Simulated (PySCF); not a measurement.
## UHF on Ho+ (holmium, charge +1)

Configuration: [Xe] 4f11 5d1, one real determinant (an excited configuration). Computed with PySCF 2.14 in x2c-TZVPPall with one added diffuse shell each of s, p, d, f type (12s8p8d5f2g, 129 functions), with scalar relativity by spin-free X2C-1e.

```
Total energy                                                  : -12611.056310 hartree
One-electron energy                                           : -17281.8555 hartree
Hartree (Coulomb) energy                                      : 4940.9583 hartree
Exchange energy                                               : -270.1591 hartree
⟨S²⟩                                                          : 6.0054
⟨L²⟩                                                          : 40.053
Sum of ⟨r⟩                                                    : 38.76 bohr
Sum of ⟨r²⟩                                                   : 48.77 bohr²
Traceless quadrupole moment −½Σ⟨3z² − r²⟩ along its main axis : -2.82 e·bohr²
Langevin diamagnetic susceptibility                           : -38.6 ×10⁻⁶ cm³/mol
```

```json
{"shell": "1s α", "electrons": "1", "mean orbital energy (eV)": "-55898.4", "spread (eV)": "0", "rms radius, mean of both spins (bohr)": "0.0236"}
{"shell": "1s β", "electrons": "1", "mean orbital energy (eV)": "-55898.4", "spread (eV)": "0", "rms radius, mean of both spins (bohr)": "0.0236"}
{"shell": "2s α", "electrons": "1", "mean orbital energy (eV)": "-9479.1", "spread (eV)": "0", "rms radius, mean of both spins (bohr)": "0.0952"}
{"shell": "2s β", "electrons": "1", "mean orbital energy (eV)": "-9479.0", "spread (eV)": "0", "rms radius, mean of both spins (bohr)": "0.0952"}
{"shell": "2p α", "electrons": "3", "mean orbital energy (eV)": "-8409.0", "spread (eV)": "0.067", "rms radius, mean of both spins (bohr)": "0.0859"}
{"shell": "2p β", "electrons": "3", "mean orbital energy (eV)": "-8408.9", "spread (eV)": "0.025", "rms radius, mean of both spins (bohr)": "0.0859"}
{"shell": "3s α", "electrons": "1", "mean orbital energy (eV)": "-2174.8", "spread (eV)": "0", "rms radius, mean of both spins (bohr)": "0.245"}
{"shell": "3s β", "electrons": "1", "mean orbital energy (eV)": "-2172.6", "spread (eV)": "0", "rms radius, mean of both spins (bohr)": "0.245"}
{"shell": "3p α", "electrons": "3", "mean orbital energy (eV)": "-1840.2", "spread (eV)": "0.312", "rms radius, mean of both spins (bohr)": "0.245"}
{"shell": "3p β", "electrons": "3", "mean orbital energy (eV)": "-1837.7", "spread (eV)": "0.125", "rms radius, mean of both spins (bohr)": "0.245"}
{"shell": "3d α", "electrons": "5", "mean orbital energy (eV)": "-1406.3", "spread (eV)": "0.488", "rms radius, mean of both spins (bohr)": "0.225"}
{"shell": "3d β", "electrons": "5", "mean orbital energy (eV)": "-1403.6", "spread (eV)": "0.549", "rms radius, mean of both spins (bohr)": "0.225"}
{"shell": "4s α", "electrons": "1", "mean orbital energy (eV)": "-461.01", "spread (eV)": "0", "rms radius, mean of both spins (bohr)": "0.552"}
{"shell": "4s β", "electrons": "1", "mean orbital energy (eV)": "-455.45", "spread (eV)": "0", "rms radius, mean of both spins (bohr)": "0.552"}
{"shell": "4p α", "electrons": "3", "mean orbital energy (eV)": "-348.35", "spread (eV)": "0.498", "rms radius, mean of both spins (bohr)": "0.586"}
{"shell": "4p β", "electrons": "3", "mean orbital energy (eV)": "-342.20", "spread (eV)": "0.001", "rms radius, mean of both spins (bohr)": "0.586"}
{"shell": "4d α", "electrons": "5", "mean orbital energy (eV)": "-191.80", "spread (eV)": "1.109", "rms radius, mean of both spins (bohr)": "0.645"}
{"shell": "4d β", "electrons": "5", "mean orbital energy (eV)": "-183.83", "spread (eV)": "1.985", "rms radius, mean of both spins (bohr)": "0.645"}
{"shell": "5s α", "electrons": "1", "mean orbital energy (eV)": "-66.669", "spread (eV)": "0", "rms radius, mean of both spins (bohr)": "1.39"}
{"shell": "5s β", "electrons": "1", "mean orbital energy (eV)": "-64.329", "spread (eV)": "0", "rms radius, mean of both spins (bohr)": "1.39"}
{"shell": "5p α", "electrons": "3", "mean orbital energy (eV)": "-37.837", "spread (eV)": "0.607", "rms radius, mean of both spins (bohr)": "1.65"}
{"shell": "5p β", "electrons": "3", "mean orbital energy (eV)": "-35.622", "spread (eV)": "0.585", "rms radius, mean of both spins (bohr)": "1.65"}
{"shell": "4f α", "electrons": "7", "mean orbital energy (eV)": "-19.315", "spread (eV)": "1.228", "rms radius, mean of both spins (bohr)": "0.940"}
{"shell": "4f β", "electrons": "4", "mean orbital energy (eV)": "-16.051", "spread (eV)": "1.704", "rms radius, mean of both spins (bohr)": "0.940"}
{"shell": "5d α", "electrons": "1", "mean orbital energy (eV)": "-8.984", "spread (eV)": "0", "rms radius, mean of both spins (bohr)": "3.31"}
```

⟨L²⟩ = 40.05 against 72 for a pure L term, so this real determinant mixes terms. Spin-orbit coupling, absent here, splits the open shell strongly.

Densities and radii are taken from the X2C orbitals without a picture-change correction, which distorts them close to the nucleus.

Spin-orbit constants ζ (cm⁻¹) from the X2C one-electron operator on these orbitals: bare nucleus, nucleus screened by l(l+1)(2l+1)/3 electrons, and screened by the Breit-Pauli mean field of the electrons.

| shell | bare | screened nucleus | mean field |
| --- | --- | --- | --- |
| 2p | 4408000 | 4276000 | n/a |
| 3p | 930000 | 902200 | n/a |
| 3d | 145500 | 123800 | n/a |
| 4p | 205200 | 199100 | n/a |
| 4d | 27050 | 23010 | n/a |
| 4f | 3891 | 2265 | n/a |
| 5p | 23750 | 23040 | n/a |
| 5d | 831.7 | 707.6 | n/a |

To first order the Landé constant is A = -380.4 cm⁻¹, so the lowest level has J = 10 and lies 0.755 eV below the centre of the term. This holds in LS coupling only.
